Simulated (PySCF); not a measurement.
How methods differ on the ionisation energy of Br¹⁸⁺

Br¹⁸⁺ [Ne] 3s2 3p5 (2P) → Br¹⁹⁺ [Ne] 3s2 3p4 (3P), as a difference of total energies. All numbers are calculated (PySCF 2.14, scalar relativity by spin-free X2C-1e, in an uncontracted even-tempered set (19 s from 1.5 bohr⁻², ratio 2.5; 12 p from 2 bohr⁻², ratio 2.5; 5 d from 11 bohr⁻², ratio 2.7; 4 f from 17 bohr⁻², ratio 2.7)). Correlated levels: outer shells: 1s2 frozen; virtual orbitals above 40 to 60 times the deepest correlated orbital energy dropped. The calculations carry no spin-orbit coupling.

| method | ionisation energy (eV) |
| --- | --- |
| UHF | 762.58 |
| LDA | 764.63 |
| PBE | 764.52 |
| PBE0 | 764.51 |
| r2SCAN | 764.71 |
| PBEsol | 764.29 |
| B3LYP | 764.67 |
| MP2 (outer shells) | 763.59 |
| SCS-MP2 (outer shells) | 763.52 |

Question: How much does correlation contribute at MP2 (outer shells)?

Answer: 763.59 − (762.58) = 1.01 eV, measured against UHF.

Spin-orbit coupling is strong in these open shells (close to jj coupling). The scalar numbers leave it out and a first-order estimate fails, so it can dominate the gap to the real levels.

Breit and QED terms and the two-electron picture change are absent.

For comparison: 761 ± 0.8 eV (semi-empirical (NIST evaluation); NIST Atomic Spectra Database, ionization energies).
